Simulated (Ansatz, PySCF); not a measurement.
C₂BrCl₃, SMILES ClC(=C(Cl)Cl)Br.

The structure is a stationary point at B3LYP-D3(BJ)/def2-SVP.

Vertical ionisation energy (IE) and electron affinity (EA) in eV. Rows of orbital energies are one-electron estimates. Where ΔSCF, EOM or ADC give a negative EA the extra electron is unbound and the value depends on the basis.

```json
[
 {"level": "−ε(HOMO), −ε(LUMO), HF/def2-TZVP (PySCF)", "IE": "9.86", "EA": "-2.62"},
 {"level": "−ε(HOMO), −ε(LUMO), PBE/def2-TZVP (PySCF)", "IE": "6.15", "EA": "2.03"},
 {"level": "ΔSCF, PBE/def2-SVPD (Ansatz), final states of multiplicity 2 and 2", "IE": "8.99", "EA": "-0.14"}
]
```

Q: What vertical singlet–triplet gap does ΔSCF give with PBE/def2-SVPD (Ansatz, an electronic-structure program)? (Estimate from the structure and the level; the computed values follow.)

A: 3.50 eV (triplet above singlet where positive).
